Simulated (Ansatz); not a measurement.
Reaction (substitution at a C–O bond): `C[O][W]([OH])([OH])([OH])([Cl])[O]C` + `[NH2][SbH][OH]` → `C[O][SbH][NH2]` + `C[O][W]([OH])([OH])([OH])([OH])[Cl]`

Gas-phase electronic energies from Ansatz, PBE0-D4/def2-TZVP geometries. CCSD(T)/CBS is the MP2 limit (def2-TZVPP, def2-QZVPP) plus CCSD(T) − MP2 in def2-TZVPP, frozen cores. DFT in def2-TZVPP. B3LYP here is the variant with VWN-RPA as its local correlation; programs differ in this. Elements past krypton have def2 core potentials. For Sb, W outer-core shells are correlated without core-valence functions, which leaves a few kJ/mol of doubt a bond. Each species was taken in one conformer, which may not be the lowest.

```json
{"level": "PBE-D4", "ΔE (kcal/mol)": "4.4"}
{"level": "PBE0-D4", "ΔE (kcal/mol)": "4.5"}
{"level": "B3LYP-D4", "ΔE (kcal/mol)": "4.9"}
{"level": "ωB97X-V", "ΔE (kcal/mol)": "4.3"}
{"level": "r2SCAN", "ΔE (kcal/mol)": "4.4"}
{"level": "MP2/def2-TZVPP", "ΔE (kcal/mol)": "5.2"}
{"level": "SCS-MP2/def2-QZVPP", "ΔE (kcal/mol)": "4.7"}
{"level": "HF/CBS(def2)", "ΔE (kcal/mol)": "4.0"}
```

(1) What does CCSD(T)/CBS give? (An estimate is asked.)

Largest T1 diagnostic among the species: 0.022, so the coupled-cluster value is less sure than usual.

Results:

(1) Ansatz gave: +4.6 kcal/mol. The listed levels differ from it by -0.2, -0.1, 0.3, -0.3, -0.2, 0.6, 0.1, -0.6 kcal/mol.

The D4 term adds +0.9 kcal/mol with B3LYP and +0.6 kcal/mol with PBE0; it sums over pairs of atoms, weighted by their polarisabilities, and B3LYP, whose exchange is more repulsive, gets the larger term. In def2-TZVPP, CCSD(T) changes the Hartree–Fock value by +0.8 kcal/mol (the triples alone add +0.3 kcal/mol) and MP2 by +1.3 kcal/mol.

CCSD(T)/CBS has its own doubt, a few kJ/mol and more with outer-core shells, so smaller differences from it don't rank the levels.
